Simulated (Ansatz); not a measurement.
`CC[SiH]` + `SBCl` → `[SiH]Cl` + `CCBS` at 700 K and 1 bar (redistribution).

Calculated with Ansatz (gas phase, PBE0-D4/def2-TZVP geometries, no zero-point term in ΔE). CBS: MP2 limit from def2 TZ/QZ plus the TZ coupled-cluster correction, frozen cores. This one scheme is used for every species. One conformer a species, not always the lowest.

```
  species  CCSD(T)/CBS energy (Eh)  H − E (kJ/mol)  S (J/(mol·K))
`CC[SiH]`               -368.72354           243.9          377.7
   `SBCl`               -883.61129           104.6          340.2
`[SiH]Cl`               -749.43948            49.2          290.2
   `CCBS`               -502.91784           301.1          427.3
```

H − E and S are ideal-gas, rigid-rotor, harmonic terms from PBE0-D4/def2-TZVP, for one conformer and one mirror image of each species. 1 Eh = 2625.50 kJ/mol, R = 8.31446 J/(mol·K).

**Question.** By hand: ΔE, ΔH, ΔS and ΔG.

**Answer.** ΔE = (-749.43948) + (-502.91784) − (-368.72354) − (-883.61129) = -0.02249 Eh = -59.0 kJ/mol. Δ(H − E) = 49.2 + 301.1 − 243.9 − 104.6 = 1.8, so ΔH = -57.2 kJ/mol. ΔS = 290.2 + 427.3 − 377.7 − 340.2 = -0.4 J/(mol·K). ΔG = -57.2 − 700 × (-0.4)/1000 = -56.9 kJ/mol.

**Question.** By hand: the equilibrium constant, and the temperature at which ΔG would vanish if ΔH and ΔS stayed fixed.

**Answer.** log₁₀ K = −ΔG/(RT ln 10) = 4.2. ΔG = 0 at ΔH/ΔS = 143000 K, far beyond where these terms or the molecules hold.

The number of gas molecules stays the same, so ΔS is small and ΔH decides. A doubt of 5 kJ/mol in ΔE shifts log₁₀ K by 0.4 here. Other conformers and mirror images would add mixing entropy, several J/(mol·K) or more a flexible species. Modes under 60 cm⁻¹, often nearly free rotors, make the harmonic entropy too high. These are equilibria of isolated gas molecules and say nothing of rates. Largest T1 diagnostic: 0.013 (customary marks: 0.02 for closed shells, 0.045 for open ones).
